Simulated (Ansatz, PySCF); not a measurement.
Cl₂GeH₂O₂. Atoms are numbered in the order given.

```xyz
7

O     -0.1089     1.4640    -1.2309
Ge     0.0000     0.0000    -0.2659
O      0.1089    -1.4640    -1.2309
Cl    -1.7691    -0.0016     0.9272
Cl     1.7691     0.0016     0.9272
H      0.7340     1.6716    -1.6608
H     -0.7340    -1.6716    -1.6608
```
Charge 0, spin multiplicity 1.

The structure is a stationary point at r2SCAN-D4/def2-SVP. Other conformers were not sampled.

Vertical ionisation energy (IE) and electron affinity (EA) in eV. Rows of orbital energies are one-electron estimates. Where ΔSCF, EOM or ADC give a negative EA the extra electron is unbound and the value depends on the basis.

| level | IE | EA |
|---|---|---|
| −ε(HOMO), −ε(LUMO), r2SCAN/def2-TZVP (PySCF) | 8.18 | 1.94 |
| −ε(HOMO), −ε(LUMO), PBE/def2-TZVP (PySCF) | 7.75 | 2.25 |
| ΔSCF, CAM-B3LYP/def2-SVPD (Ansatz), final states of multiplicity 2 and 2 | 11.98 | -0.06 |
| ΔSCF, PBE/def2-SVPD (Ansatz), final states of multiplicity 2 and 2 | 10.83 | 0.19 |

Q: What vertical singlet–triplet gap does ΔSCF give with CAM-B3LYP/def2-SVPD (Ansatz, a quantum-chemistry and plane-wave program) and with PBE/def2-SVPD (Ansatz)? (Estimate from the structure and the level; the computed values follow.)

A: 6.63 and 5.43 eV (triplet above singlet where positive).
